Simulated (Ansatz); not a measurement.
`[NH2][Ga]([NH2])[O][SiH3]` → Ga• + 7 H• + 2 N• + O• + Si•  (atomization)

Program: Ansatz. Geometries: PBE0-D4/def2-TZVP. ΔE: electronic, gas phase. CCSD(T)/CBS is the MP2 limit (def2-TZVPP, def2-QZVPP) plus CCSD(T) − MP2 in def2-TZVPP, frozen cores. This one scheme is used for every species, atoms too. For atomizations the MP2-based limit and the directly extrapolated one differ by several kJ/mol either way, and by 10 to 25 for some Ge, Se and Sn compounds, so smaller differences from it don't rank the levels. DFT in def2-TZVPP. No spin–orbit coupling; open shells (•) take unrestricted orbitals. Spin–orbit coupling would lower the free atoms: a little for O, Si; clearly for Ga. For Ga outer-core shells are correlated without core-valence functions, so the limit isn't a true one: a few kJ/mol of doubt a bond, and 10 to 20 or more in all where bonds break to atoms. Scalar relativity is left out up to krypton. Each species was taken in one conformer, which may not be the lowest.

```
                    species  BHLYP energy (Eh)
`[NH2][Ga]([NH2])[O][SiH3]`        -2403.37083
                        Ga•        -1924.78601
                         H•           -0.49854
                         N•          -54.59085
                         O•          -75.07712
                        Si•         -289.37700
```

Task: Work out ΔE.

Result: ΔE = 7 × (-0.49854) + 2 × (-54.59085) + (-1924.78601) + (-75.07712) + (-289.37700) − (-2403.37083) = 1.45922 Eh = +3831.2 kJ/mol. CCSD(T)/CBS gives +4015.1 kJ/mol.

Largest T1 diagnostic among the species: 0.013.

From BLYP to BHLYP (50 % exact exchange), in def2-TZVPP and without D4, ΔE moves by −88.9 kJ/mol: exact exchange takes away binding that semilocal exchange gives to molecules. Leaving LDA and LC-ωPBE aside and taking each functional with its dispersion term where it has one, the values, not all of them listed here, spread over 150.5 kJ/mol, from BHLYP-D4 to ωB97X-V. LDA lies +555.5 kJ/mol from PBE without D4, its usual overbinding. At CCSD(T), def2-SVP lies −337.3 kJ/mol from the extrapolated value and def2-TZVPP −124.5 kJ/mol: correlation converges slowly with the basis, and small sets miss more of it in the bonded molecule than in its fragments.
